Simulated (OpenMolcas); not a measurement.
## S2+: the spin-orbit constant, Slater's ratio, worked from levels

```
Program             : OpenMolcas 26.06
Basis               : ANO-RCC-VTZP [5s4p2d1f]
Scalar Hamiltonian  : DKH2, point nucleus
Active space        : 4 electrons in 9 orbitals (RAS2 3s 3p; RAS3 3d, at most 2 electrons)
State averaging     : 2S+1 = 3 even, 6 roots; 2S+1 = 1 even, 12 roots; 2S+1 = 5 odd, 1 root; 2S+1 = 3 odd, 8 roots; 2S+1 = 1 odd, 8 roots
Spin-orbit coupling : RASSI with atomic mean-field integrals over the reference wave functions, term energies averaged over their components
```

Methods: RASSCF; MS-RASPT2, IPEA 0.25 Eh, imaginary shift 0.1 Eh (closed shells correlated: 2s 2p). Measured levels: NIST levels in Podobedova, Kelleher and Wiese, J. Phys. Chem. Ref. Data 38, 171 (2009).

**The spin-orbit constant.** For the Hund term 3P of p2, E(J) = (A/2) J(J+1) + constant and ζ = 2S·A = 2A. From J = 0 to J = 2 the energy changes by 3 A.

| Source | E(2) - E(0) | A | ζ |
| --- | --- | --- | --- |
| RASSCF | 744.4 | 248.1 | 496 |
| MS-RASPT2 | 747.1 | 249.0 | 498 |
| measured | 833.1 | 277.7 | 555 |

All in cm-1. MS-RASPT2 is off by -10.3 % and RASSCF by -10.6 %. Both methods take the spin-orbit matrix elements from the reference wave functions, so the second can move ζ only through the term energies and any multistate remixing. Second-order mixing with other terms is absorbed into this ζ.

**Slater's ratio.** With one set of orbitals, p2 has 1D - 3P = 6 F2 and 1S - 1D = 9 F2 (F2 = F²/25), a ratio of 3/2. Term energies are centres of gravity, weighted by 2J + 1.

```
   Source  1D - 3P  1S - 3P  F2 from the first  Ratio
   RASSCF    12951    29803               2158  1.301
MS-RASPT2    11216    27350               1869  1.438
 measured    10760    26599               1793  1.472
```

Energies in cm-1. A ratio away from 3/2 shows effects beyond one configuration with one set of orbitals, and in heavier atoms second-order spin-orbit shifts.

Term energies are means over components that CASPT2 splits; among the terms shown or strongly mixed into the levels shown the widest spread is 16 cm-1 (3s2 3p2 1D, MS-RASPT2). The run also gave levels led by 3s 3p2 3d, 3s2 3p 3d, which use shells meant for correlation; these and all levels above them are left out. Computed and measured levels are paired by configuration, term and J; levels that our copy of the source lacks, or whose pairing is in doubt (as where it misses far off the trend of its configuration), stay unpaired and out of the deviations. Only configurations of the active space appear.
